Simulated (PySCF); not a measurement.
Computed data sheet: `CO[Si](N)(N)C#N`

C2H7N3OSi.
Cartesian coordinates in Å at the GFN2-xTB level; atoms count from 1:
```
atom  x, y, z in Å
C1     2.0692   -0.4397    0.4849
O2     0.8971   -0.7489   -0.2098
Si3   -0.5183    0.0353   -0.2248
N4    -1.0494    0.4740    1.3537
N5    -1.5027   -1.0685   -1.1028
C6    -0.3659    1.7170   -1.0546
N7    -0.3008    2.7254   -1.5936
H8     2.2284   -1.1866    1.2663
H9     2.0252    0.5482    0.9444
H10    2.9065   -0.4723   -0.2159
H11   -1.8590    1.0619    1.4601
H12   -1.0380   -0.2297    2.0745
H13   -1.0712   -1.6356   -1.8134
H14   -2.4219   -0.7810   -1.3912
```

Some functional groups and rings: cyano group on a heteroatom and C–Si bond.

From GFN2-xTB geometry:

```yaml
Point_group_of_the_GFN2-xTB_geometry: C1
Rotational_constants_A_B_C_of_the_GFN2-xTB_geometry: 2.400, 1.784, 1.483 GHz
```

**PBE0/def2-SVPD ground state and vertical TDDFT (core frozen in the response) (PySCF)**

```yaml
Dipole_moment: 3.75 D
HOMO_energy: -7.90 eV
LUMO_energy: -0.28 eV
HOMO–LUMO_gap: 7.62 eV
Lowest_singlet_excitation: 6.30 eV (197 nm, f = 0.015)
Strongest_line_among_the_6_lowest_singlet_transitions: S4 at 7.01 eV (177 nm, f = 0.079)
Lowest_triplet_excitation_Tamm–Dancoff: 5.85 eV
Static_isotropic_polarisability: 70.4 au
Electronic_spatial_extent_⟨r²⟩_about_the_centre_of_nuclear_charge: 950 bohr²
```

PBE0/pcSseg-1 ground state and GIAO shieldings, non-relativistic (PySCF):

```yaml
Lowest_Hirshfeld_atomic_charge: -0.32 e on N5
Highest_Hirshfeld_atomic_charge: +0.51 e on Si3
13C_chemical_shifts_computed_TMS_as_zero_by_class: 126.0 (C6), 52.4 (C1) ppm
1H_chemical_shifts_computed_TMS_as_zero_by_class: 3.95 (H8/H9/H10), 0.88 (H11/H12/H13/H14) ppm
Isotropic_shieldings_of_nuclei_other_than_C_and_H_by_class: -79 (N7), 234 (N4/N5), 323 (O2), 410 (Si3) ppm
Mayer_bond_orders_between_heavy_atoms: C1–O2 0.88, O2–Si3 1.02, Si3–N4 1.06, Si3–N5 1.07, Si3–C6 0.74, C6–N7 2.93
```

Monoisotopic mass (most abundant isotopes): 117.0358 u.

The principal polarisabilities are 63.8, 69.8 and 77.7 au; their mean is the isotropic value. The polarisability is 10.43 Å³ as a volume (1 au = 0.148185 Å³), or 1.14 au for each of the 62 electrons. No computed singlet falls in the visible range (750 to 380 nm, 1.65 to 3.26 eV); S1 lies 3.04 eV above its blue end. The dipole matches unit charges of opposite sign 0.78 Å apart (1 e·Å = 4.8032 D).

The structure is a single GFN2-xTB conformer in the gas phase; no vibrational or solvent corrections. NMR classes are plain means over equivalent atoms (diastereotopic ones count apart unless rotation or inversion swaps them), as if these changed places fast; in this geometry the members of some classes differ.
